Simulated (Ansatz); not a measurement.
C3H4F2Si, SMILES FC([SiH3])(F)C#C.

Geometry optimised at PBE0-D3(BJ)/def2-SVP. The structure was generated by enumeration, and PubChem lists no compound with its InChIKey, so it may never have been made.

Two levels are set side by side: PBE/def2-TZVPD (Ansatz, a program for electronic structure) and PBE0/def2-TZVPD (Ansatz). Energy differences of separate SCF runs at the same geometry; the states with an electron removed or added have multiplicity 2 and 2. Differences are taken from unrounded values.

```tsv
quantity	PBE
vertical ionisation energy (eV)	10.12
vertical singlet–triplet gap (eV)	5.12
```

### Question
These are the PBE values. What does PBE0 give? (An estimate is asked for; the answer gives what the named calculation found.)

### Answer

```csv
quantity,PBE0,PBE minus PBE0
vertical ionisation energy (eV),10.46,-0.33
vertical singlet–triplet gap (eV),5.18,-0.06
```
